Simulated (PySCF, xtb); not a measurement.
C₃H₅BO₂, SMILES C1=COCB1O.

GFN2-xTB (xtb) at its own geometry gives an orbital gap of 4.08 eV and a dipole moment of 2.00 D.

Geometry: B3LYP-D3(BJ)/def2-SVP. This is a generated structure with no PubChem entry under its InChIKey; it may be hypothetical. Other conformers were not sampled.

What does PBE/def2-TZVP (PySCF) give? (The exact figures need the calculation; the answer reports its results.)

gap 4.25 eV (levels -5.65 and -1.39 eV), dipole 1.50 D.
